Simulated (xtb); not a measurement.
C5H6N, charge +1, singlet, at a GFN2-xTB geometry, atoms displaced at random by about 0.02 Å a coordinate; GFN2-xTB (xtb 6.7.1).

Input for xtb:
```
$ xtb mol.xyz --gfn 2 --chrg 1 --opt --input xcontrol --json

# file mol.xyz
12

N     -0.02927150     0.00539421     1.29892469
C     -0.01312453     0.00562811    -1.40552359
C      0.02231754     1.13225989     0.64094478
C     -0.01541132    -1.16165286     0.63295103
C      0.00437229    -1.22134980    -0.67951538
C     -0.02944301     1.19548993    -0.69136905
H     -0.01504588     0.02340974    -2.50320746
H      0.01090234     2.07362370     1.27874816
H      0.00698715    -2.05070896     1.28016128
H     -0.03123232    -2.15293813    -1.22538995
H      0.00809276     2.16525519    -1.24569319
H     -0.00184956     0.02094777     2.30225641

# file xcontrol
$opt
  engine=lbfgs
$end
```

Problem. What does xtb print? Leave out banner, timings and long lists.

Solution. 
```
   ID    Z sym.   atoms
    1    7 N      1
    2    6 C      2-6
    3    1 H      7-12

           -------------------------------------------------
          |                Calculation Setup                |
           -------------------------------------------------

           -------------------------------------------------
          |                 G F N 2 - x T B                 |
           -------------------------------------------------

          ...................................................
          :                      SETUP                      :
          :.................................................:
          :  # basis functions                  30          :
          :  # atomic orbitals                  30          :
          :  # shells                           18          :
          :  # electrons                        30          :
          :  max. iterations                   250          :
          :  Hamiltonian                  GFN2-xTB          :
          :  restarted?                      false          :
          :  GBSA solvation                  false          :
          :  PC potential                    false          :
          :  electronic temp.          300.0000000     K    :
          :  accuracy                    1.0000000          :
          :  -> integral cutoff          0.2500000E+02      :
          :  -> integral neglect         0.1000000E-07      :
          :  -> SCF convergence          0.1000000E-05 Eh   :
          :  -> wf. convergence          0.1000000E-03 e    :
          :  Broyden damping             0.4000000          :
          :  net charge                          1          :
          :  unpaired electrons                  0          :
          ...................................................

 iter      E             dE          RMSdq      gap      omega  full diag
   1    -16.4479329 -0.164479E+02  0.542E+00    4.76       0.0  T
   2    -16.5359342 -0.880013E-01  0.379E+00    4.15       1.0  T
   3    -16.5450896 -0.915540E-02  0.205E+00    4.15       1.0  T
   4    -16.5426469  0.244271E-02  0.781E-01    4.06       1.0  T
   5    -16.5490771 -0.643027E-02  0.104E-01    4.05       1.0  T
   6    -16.5491316 -0.544574E-04  0.494E-02    4.07       1.0  T
   7    -16.5491413 -0.970734E-05  0.228E-02    4.06       1.3  T
   8    -16.5491418 -0.510246E-06  0.533E-03    4.07       5.4  T
   9    -16.5491419 -0.133318E-06  0.237E-03    4.07      12.2  T
  10    -16.5491420 -0.217506E-07  0.127E-03    4.07      22.7  T
  11    -16.5491420 -0.106974E-07  0.213E-04    4.07     135.7  T
  12    -16.5491420 -0.108859E-09  0.135E-04    4.07     214.1  T

   *** convergence criteria satisfied after 12 iterations ***

         :::::::::::::::::::::::::::::::::::::::::::::::::::::
         ::                     SUMMARY                     ::
         :::::::::::::::::::::::::::::::::::::::::::::::::::::
         :: total energy             -16.234067669442 Eh    ::
         :: gradient norm              0.156085364767 Eh/a0 ::
         :: HOMO-LUMO gap              4.066820787104 eV    ::
         ::.................................................::
         :: SCC energy               -16.549135698954 Eh    ::
         :: -> isotropic ES            0.101487572574 Eh    ::
         :: -> anisotropic ES         -0.016940750786 Eh    ::
         :: -> anisotropic XC          0.015767785143 Eh    ::
         :: -> dispersion             -0.006736251980 Eh    ::
         :: repulsion energy           0.315068029512 Eh    ::
         :: add. restraining           0.000000000000 Eh    ::
         :: total charge               1.000000000000 e     ::
         :::::::::::::::::::::::::::::::::::::::::::::::::::::

      -----------------------------------------------------------
     |                       L-ANC optimizer                     |
      -----------------------------------------------------------
          low memory version by Sebastian Ehlert

          ...................................................
          :                      SETUP                      :
          :.................................................:
          :   energy convergence        0.5000000E-05 Eh    :
          :   grad. convergence         0.1000000E-02 Eh/a0 :
          :   optimization log               true           :
          :   writing optlog all                1     steps :
          :   Hessian reset                    20     steps :
          :   maximium step len.        1.0000000     a0    :
          :   LBFGS images                     20           :
          ...................................................
 * calculating model hessian...
Using Lindh-Hessian (1995)
 Shifting diagonal of input Hessian by    1.0000000000000000E-002
 Lowest  eigenvalues of input Hessian
    0.000000    0.000000    0.000000    0.000000    0.000000    0.000000
    0.026790    0.027429    0.036554    0.044343    0.081991    0.096535
    0.099747    0.101685    0.109225    0.120379    0.151826    0.154705
 Highest eigenvalues
    1.548533    1.675710    1.710976    2.010894    2.338412    2.366472

........................................................................
.............................. CYCLE    1 ..............................
........................................................................

 iter      E             dE          RMSdq      gap      omega  full diag
   1    -16.5428364 -0.165428E+02  0.275E-01    4.17       0.0  T
   2    -16.5428785 -0.420624E-04  0.155E-01    4.19       1.0  T
   3    -16.5428637  0.148060E-04  0.971E-02    4.17       1.0  T
   4    -16.5429048 -0.411373E-04  0.726E-03    4.18       4.0  T
   5    -16.5429049 -0.982940E-07  0.400E-03    4.18       7.2  T
   6    -16.5429050 -0.829438E-07  0.160E-03    4.18      18.0  T
   7    -16.5429050 -0.399115E-08  0.372E-04    4.18      77.6  T
   8    -16.5429050 -0.102404E-08  0.139E-04    4.18     207.4  T
[...]
 * total energy  :   -16.2445666 Eh     change       -0.1049896E-01 Eh
 * total energy  :   -16.2459866 Eh     change       -0.1419980E-02 Eh
 * total energy  :   -16.2461050 Eh     change       -0.1183450E-03 Eh
 * total energy  :   -16.2461356 Eh     change       -0.3067016E-04 Eh
 * total energy  :   -16.2461374 Eh     change       -0.1741421E-05 Eh
   *** GEOMETRY OPTIMIZATION CONVERGED AFTER 5 CYCLES ***
         :: total energy             -16.246137363206 Eh    ::
[...]
         :: SCC energy               -16.544667297569 Eh    ::
         :: -> isotropic ES            0.101030813311 Eh    ::
         :: -> anisotropic ES         -0.017654458205 Eh    ::
         :: -> anisotropic XC          0.015949329014 Eh    ::
         :: -> dispersion             -0.006713565107 Eh    ::
         :: repulsion energy           0.298529934363 Eh    ::
         :: add. restraining           0.000000000000 Eh    ::
         :: total charge               1.000000000000 e     ::
         :::::::::::::::::::::::::::::::::::::::::::::::::::::

           -------------------------------------------------
          |                Property Printout                |
           -------------------------------------------------

    * Orbital Energies and Occupations

         #    Occupation            Energy/Eh            Energy/eV
      -------------------------------------------------------------
         1        2.0000           -0.9051203             -24.6296
       ...           ...                  ...                  ...
         3        2.0000           -0.8560115             -23.2933
         4        2.0000           -0.8128524             -22.1188
         5        2.0000           -0.8082732             -21.9942
         6        2.0000           -0.7814184             -21.2635
         7        2.0000           -0.7561764             -20.5766
         8        2.0000           -0.7402820             -20.1441
         9        2.0000           -0.7187196             -19.5574
        10        2.0000           -0.7020543             -19.1039
        11        2.0000           -0.6986166             -19.0103
        12        2.0000           -0.6557165             -17.8430
        13        2.0000           -0.6433249             -17.5058
        14        2.0000           -0.6410916             -17.4450
        15        2.0000           -0.6383514             -17.3704 (HOMO)
        16                         -0.4842686             -13.1776 (LUMO)
        17                         -0.4509797             -12.2718
        18                         -0.3293631              -8.9624
        19                         -0.1748167              -4.7570
        20                         -0.0941849              -2.5629
        21                         -0.0435062              -1.1839
        22                         -0.0387292              -1.0539
        23                         -0.0350506              -0.9538
        24                         -0.0192439              -0.5237
        25                          0.1435915               3.9073
        26                          0.1837978               5.0014
       ...                                ...                  ...
        30                          0.4295066              11.6875
      -------------------------------------------------------------
                  HL-Gap            0.1540828 Eh            4.1928 eV
             Fermi-level           -0.5613100 Eh          -15.2740 eV

     #   Z          covCN         q      C6AA      α(0)
     1   7 N        2.705     0.037    20.597     6.740
     2   6 C        2.924     0.024    27.460     8.594
     3   6 C        2.868     0.048    26.916     8.504
     4   6 C        2.868     0.048    26.917     8.505
     5   6 C        2.915    -0.002    28.086     8.690
     6   6 C        2.915    -0.002    28.086     8.690
     7   1 H        0.926     0.120     1.614     1.987
     8   1 H        0.926     0.123     1.591     1.972
     9   1 H        0.926     0.123     1.591     1.972
    10   1 H        0.926     0.121     1.603     1.980
    11   1 H        0.926     0.121     1.603     1.980
    12   1 H        0.860     0.239     0.927     1.509

 Mol. C6AA /au·bohr⁶  :       1445.210272
 Mol. C8AA /au·bohr⁸  :      35165.920328
 Mol. α(0) /au        :         61.123756

Wiberg/Mayer (AO) data.
largest (>0.10) Wiberg bond orders for each atom

 ---------------------------------------------------------------------------
     #   Z sym  total        # sym  WBO       # sym  WBO       # sym  WBO
 ---------------------------------------------------------------------------
     1   7 N    3.726 --     3 C    1.339     4 C    1.339    12 H    0.913
     2   6 C    3.963 --     6 C    1.421     5 C    1.420     7 H    0.958
     3   6 C    3.950 --     6 C    1.461     1 N    1.339     8 H    0.954
     4   6 C    3.950 --     5 C    1.462     1 N    1.339     9 H    0.954
     5   6 C    3.977 --     4 C    1.462     2 C    1.420    10 H    0.956
     6   6 C    3.977 --     3 C    1.461     2 C    1.421    11 H    0.956
     7   1 H    0.986 --     2 C    0.958
     8   1 H    0.985 --     3 C    0.954
     9   1 H    0.985 --     4 C    0.954
    10   1 H    0.985 --     5 C    0.956
    11   1 H    0.985 --     6 C    0.956
    12   1 H    0.943 --     1 N    0.913
 ---------------------------------------------------------------------------

Topologies differ in total number of bonds
Writing topology from bond orders to xtbtopo.mol

molecular dipole:
                 x           y           z       tot (Debye)
 q only:       -0.011       0.006       0.660
   full:       -0.010       0.007       0.871       2.214
molecular quadrupole (traceless):
                xx          xy          yy          xz          yz          zz
 q only:       -9.377       0.050       2.942       0.044       0.009       6.435
  q+dip:      -12.660       0.066       3.553       0.062       0.013       9.107
   full:       -9.734       0.049       2.319       0.045       0.013       7.415

optimized geometry written to: xtbopt.xyz

           -------------------------------------------------
          | TOTAL ENERGY              -16.246137363206 Eh   |
          | GRADIENT NORM               0.000488908594 Eh/α |
          | HOMO-LUMO GAP               4.192805692395 eV   |
           -------------------------------------------------
```
